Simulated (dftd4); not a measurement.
C9H12, charge +1, doublet, geometry from GFN2-xTB (a state made from the parent by changing its charge; the spin is typed, not shown lowest); D4 for hf (dftd4 4.2.0).

Here is a job for dftd4.
```
$ dftd4 mol.xyz --func hf --charge 1 --json dftd4.json --noedisp --grad

# file mol.xyz
21

C     -2.43669334    -1.55200020    -0.08752277
C     -1.19149595    -0.75729472    -0.03571278
C     -1.23061383     0.64248736    -0.09360560
C     -0.05778139     1.41037006    -0.05683572
C     -0.12015502     2.88602778    -0.10470733
C      1.17352787     0.74713323     0.04128671
C      1.24925311    -0.65114078     0.10125664
C      2.55649576    -1.33473413     0.19265404
C      0.05718192    -1.38831871     0.05747994
H     -2.33471581    -2.49205667     0.45078264
H     -3.28798115    -0.99073970     0.29106165
H     -2.66175972    -1.80879480    -1.12787572
H     -2.18583825     1.14134534    -0.17049871
H     -0.21182707     3.27944347     0.91313060
H     -0.99297513     3.23316785    -0.65375355
H      0.78668623     3.31330672    -0.52700580
H      2.08472623     1.32691550     0.06909461
H      3.30642363    -0.70617568     0.66770678
H      2.47581561    -2.28618631     0.71418849
H      2.92157467    -1.55853846    -0.81513215
H      0.10155580    -2.46686650     0.10254250
```

Output, abridged:

```
                    ____  _____ _____     ____  _  _
      -------------|  _ \|  ___|_   _|---|  _ \| || |------------
     |             | | | | |_    | | ___ | | | | || |_           |
     |             | |_| |  _|   | ||___|| |_| |__   _|          |
     |             |____/|_|     |_|     |____/   |_|            |
     |             ===================================           |
     |            E. Caldeweyher, S. Ehlert & S. Grimme          |
     |          Mulliken Center for Theoretical Chemistry        |
     |                    University of Bonn                     |
      -----------------------------------------------------------

Rational (Becke-Johnson) damping: hf-D4-ATM
---------------------
  s6         1.0000
  s8         1.6168
  s9         1.0000
  a1         0.4496
  a2         3.3574
 alp        16.0000
--------------------

Dispersion energy:      -6.8286877100831E-02 Eh

Gradient norm:           5.1894897298218E-03 Eh/a0
--------------------------------------------------
     #    Z           dE/dx      dE/dy      dE/dz
--------------------------------------------------
     1    6 C    -1.521E-03 -9.721E-04 -7.105E-05
     2    6 C    -1.286E-03 -8.168E-04 -3.483E-05
     3    6 C    -1.309E-03  6.813E-04 -1.025E-04
     4    6 C    -6.173E-05  1.520E-03 -6.828E-05
     5    6 C    -7.683E-05  1.805E-03 -5.167E-05
     6    6 C     1.249E-03  7.943E-04  4.112E-05
     7    6 C     1.347E-03 -7.018E-04  1.130E-04
     8    6 C     1.598E-03 -8.362E-04  1.039E-04
     9    6 C     5.957E-05 -1.474E-03  8.229E-05
    10    1 H    -4.081E-04 -3.000E-04  8.868E-05
    11    1 H    -4.526E-04 -2.301E-04  7.433E-05
    12    1 H    -3.932E-04 -2.657E-04 -2.105E-04
    13    1 H    -5.645E-04  2.930E-04 -4.533E-05
    14    1 H    -3.139E-05  4.866E-04  1.782E-04
    15    1 H    -5.605E-05  4.965E-04 -1.206E-04
    16    1 H     2.703E-05  5.005E-04 -1.105E-04
    17    1 H     5.376E-04  3.419E-04  1.646E-05
    18    1 H     4.593E-04 -1.907E-04  1.268E-04
    19    1 H     4.201E-04 -2.645E-04  1.339E-04
    20    1 H     4.358E-04 -2.296E-04 -1.640E-04
    21    1 H     2.682E-05 -6.377E-04  2.049E-05
--------------------------------------------------

Virial:
--------------------------------------------------
      component           x          y          z
--------------------------------------------------
          x       4.509E-02  8.652E-05  2.498E-03
          y       8.652E-05  4.517E-02 -1.467E-03
          z       2.498E-03 -1.467E-03  1.867E-03
--------------------------------------------------

[Info] Dispersion results written to 'dftd4.txt'
[Info] JSON dump of results written to 'dftd4.json'
```
